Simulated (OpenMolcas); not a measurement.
**Zn: effect of the basis set**

```
Program             : OpenMolcas 26.06
Method              : CASSCF
Active space        : 2 electrons in 4 orbitals (4s 4p)
State averaging     : 2S+1 = 3 even, 3 roots; 2S+1 = 1 even, 1 root; 2S+1 = 3 odd, 3 roots; 2S+1 = 1 odd, 3 roots
Spin-orbit coupling : RASSI with atomic mean-field integrals over the reference wave functions, term energies averaged over their components
```

A. ANO-RCC-MB [4s3p1d], DKH2, point nucleus; cost of the order of 6 core-seconds
B. ANO-RCC-VDZP [5s4p2d1f], DKH2, point nucleus; cost of the order of 8 core-seconds
C. ANO-RCC-VTZP [6s5p3d2f1g], DKH2, point nucleus; cost about 12 core-seconds
D. ANO-L-VTZP [6s5p3d2f1g], non-relativistic, point nucleus; cost roughly 7 core-seconds
E. ANO-RCC-VQZP [7s6p4d3f2g1h], DKH2, point nucleus; cost about 23 core-seconds

Energies in cm-1 above 4s2 1S0, the measured ground level; measured values from NIST Handbook of Basic Atomic Spectroscopic Data.

```tsv
Level	A	B	C	D	E	Measured
4s2 1S0	0.0	0.0	0.0	0.0	0.0	0.0
4s 4p 3P* 0	28005	28657	29056	28203	29118	32311
4s 4p 3P* 1	28209	28813	29217	28376	29275	32501
4s 4p 3P* 2	28628	29127	29541	28725	29591	32890
4s 4p 1P* 1	55238	52942	49954	50953	48867	46745
```

Deviations, from unrounded energies. A percentage is the sum of absolute deviations over the sum of measured energies, with the sign that they share, or ± where signs differ.

```
           Against measurement  Levels      A      B     C      D     E
mean absolute deviation (cm-1)       4   5300   4300  3300   4200  3000
      other configurations (%)       4  ±14.8  ±12.0  ±9.1  ±11.5  ±8.2
```

E lies closest to measurement on these levels and A furthest from it. The largest miss of E in the table is 4s 4p 3P* 2, by -3300 cm-1. The ranking rests on the paired levels alone, and a cruder setting can come out closer through cancelling errors.

Among A to E the level of the table that moves most is 4s 4p 1P* 1, by 6400 cm-1 (lowest in E, highest in A).

Without dynamic correlation excited terms often stand tens of per cent too high (terms of higher spin than the ground term too low), and those without a measured partner can miss by more than the paired ones. Measured partners are found by configuration, term and J. A level has none where our copy of the source lacks it or the pairing is in doubt (some pairs that miss far off the trend of their configuration count as doubtful), and it then counts in no deviation. Levels of configurations outside the active space are missing. Levels that lie high or do not pair safely by name in every column are left out.

* marks odd parity.
